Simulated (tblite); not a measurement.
A tight-binding relaxation on `C[C@]1(C(F)F)C[SiH2][Se]1`.

Computed with GFN2-xTB geometry optimisation, gas phase (tblite 0.8.0). Start geometry: from a force field or distance geometry. The input is one job of a driver script: a line of settings, then coordinates in Å.

Command:
```bash
OMP_NUM_THREADS=1 python probes_run.py task.json out
```

Input:
```
{"job": {"kind": "relax", "xc": "GFN2-xTB", "basis": "xTB"}, "charge": 0, "multiplicity": 1}
C     -1.279000    -1.202500     0.612400
C     -0.371000    -0.062900     0.200200
C     -0.979500     0.692200    -0.913800
F     -1.221800    -0.062100    -2.055700
F     -0.364500     1.890000    -1.193400
C      1.031200    -0.550100     0.068100
Si     1.928500     1.055600     0.194600
Se     0.190200     1.115300     1.619500
H     -0.703300    -2.156900     0.636600
H     -2.050700    -1.304000    -0.178600
H     -1.772500    -1.068400     1.581900
H     -2.014400     1.006700    -0.542900
H      1.294500    -1.190200     0.967200
H      1.184800    -1.058700    -0.911000
H      1.894900     1.885000    -0.995300
H      3.225000     1.020000     0.899000
```

Question: What does the run print?

Answer: 
```
step      E/eV     max force
  0    -734.40328    3.664
  1    -734.87134    2.013
  2    -735.07845    1.046
  3    -735.19998    0.689
  4    -735.25113    0.565
  5    -735.27548    0.539
  6    -735.29999    0.399
  7    -735.31904    0.372
  8    -735.33351    0.389
  9    -735.34652    0.410
... (84 lines left out)
 94    -735.67608    0.024
 95    -735.67621    0.028
 96    -735.67634    0.022
 97    -735.67643    0.019
 98    -735.67648    0.019
 99    -735.67652    0.016
100    -735.67658    0.015
101    -735.67662    0.014
102    -735.67665    0.011
103    -735.67666    0.008
```

«max force» is the largest atomic force in eV/Å.

Question: From which step on does the largest force stay under 0.1 eV/Å, and how much energy is left to gain from there?

Answer: From step 69 (0.079 eV/Å), 6.7 meV above the end.

Main results: energy lowered by 29.4 kcal/mol over 103 steps; largest atomic force 0.008 eV/Å at the end.

Question: Where do the atoms end?

Answer: 0.556 Å rms from the input after alignment:
```
atom  x, y, z in Å
C1    -1.2032   -1.1905    0.7716
C2    -0.3750   -0.0619    0.1917
C3    -1.1549    0.6484   -0.9026
F4    -1.4646   -0.2075   -1.9117
F5    -0.4153    1.6302   -1.4742
C6     1.0186   -0.4729   -0.3093
Si7    2.0284    0.9879    0.3848
Se8    0.0817    1.3546    1.5684
H9    -0.6686   -1.6556    1.5971
H10   -1.3972   -1.9415    0.0060
H11   -2.1552   -0.8154    1.1459
H12   -2.0931    1.0960   -0.5425
H13    1.3099   -1.4205    0.1434
H14    1.0292   -0.6115   -1.3895
H15    2.3195    2.0663   -0.5489
H16    3.1324    0.6029    1.2583
```

Hardware: one thread, Arm Neoverse V2 (aarch64), shared host. Cost: 0.71 s.
Labels such as C1 count atoms from 1, the log's own numbers from 0.
